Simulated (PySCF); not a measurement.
## Simulated absorption spectrum

C5H11FSi.
Numbering: `[CH2:1]=[C:2]([CH3:3])[SiH2:4][C@@H:5]([CH3:6])[F:7]` (hydrogens: H8, H9 on C1; H10, H11, H12 on C3; H13, H14 on Si4; H15 on C5; H16, H17, H18 on C6)

Cartesian coordinates in Å at the GFN2-xTB level; atoms count from 1:
```xyz
18
C5H11FSi angstrom
C     -0.9878    1.5415   -0.8281
C     -1.2707    0.3051   -0.4363
C     -2.6192   -0.0354    0.1220
Si    -0.0582   -1.1394   -0.5602
C      1.7058   -0.5011   -0.9830
C      2.3956    0.2403    0.1491
F      2.4782   -1.6167   -1.3111
H     -1.7088    2.3433   -0.7607
H     -0.0272    1.8102   -1.2346
H     -2.5185   -0.4046    1.1409
H     -3.0771   -0.8280   -0.4667
H     -3.2809    0.8283    0.1258
H     -0.4619   -2.0674   -1.6222
H      0.0168   -1.8461    0.7252
H      1.7141    0.1117   -1.8922
H      2.4714   -0.4021    1.0231
H      3.3998    0.5432   -0.1432
H      1.8200    1.1234    0.4110
```

The calculation used PySCF, TDDFT wB97X-D/def2-SVPD, vertical, gas phase, core orbitals frozen in the response.

Computed states:

| state | E (eV) | f |
| --- | --- | --- |
| S1 | 6.73 | 0.0035 |
| S2 | 7.05 | 0.311 |
| S3 | 7.47 | 0.013 |
| S4 | 7.71 | 0.012 |
| S5 | 7.83 | 0.041 |
| S6 | 7.92 | 0.0040 |
| S7 | 8.05 | 0.0024 |
| S8 | 8.30 | 0.011 |

Broadening: Gaussians 0.3 eV wide at half height, area fixed by f = 4.319×10⁻⁹ ∫ε dν̃. The cross-section is σ = 3.8235×10⁻²¹ ε cm², given in Mb (10⁻¹⁸ cm²). The width is an assumption, not a result. The curve ends short of the highest state used, and states not computed would add to its high-energy end.

Task: What does the envelope look like, and where are its maxima?

Result: 
```tsv
λ (nm)	σ (Mb)
161.0	13.41
162.6	9.18
164.2	6.76
165.7	5.85
167.3	6.14
168.9	10.53
170.5	24.73
172.1	51.84
173.6	82.56
175.2	104.75
176.8	102.71
178.4	78.95
179.9	50.19
181.5	25.43
183.1	10.99
184.7	4.43
186.3	1.89
187.8	0.94
189.4	0.46
191.0	0.21
192.6	0.08
194.2	0.03
195.7	0.01
197.3	0.00
```

Maxima: 176 nm (7.05 eV), ε about 28000, made up of S2 (100%) (ε in L mol⁻¹ cm⁻¹; maxima over ε = 5, shares over 10%). At its high-energy end, 7.70 eV, the curve is still rising (ε about 3500, from S4 and S5).

Task: What would ε be at 7.05 eV, the highest of these maxima, with half the width (0.15 eV)?

Result: About 56000 L mol⁻¹ cm⁻¹ against 28000, a factor of about 2.00; a lone state at its own centre would give exactly 2.

Task: On this curve, what absorbance would a 10⁻⁵ mol/L sample give at 193 nm over a 1 cm path?

Result: 193 nm is 6.424 eV, where ε is about 17 L mol⁻¹ cm⁻¹, so A = ε c l ≈ 0.00017 (Beer–Lambert, with the gas-phase spectrum and the assumed width).

Task: Coming from long wavelengths, where does ε first pass 100 L mol⁻¹ cm⁻¹?

Result: At about 190 nm (6.53 eV), 0.20 eV below S1.

Hardware: an Arm Neoverse N1 with one thread, no GPU, shared host with 64 logical CPUs at a one-minute load of 63. Cost: 1.8 min wall, 0.98 GiB resident at most.

One conformer stands for the species.
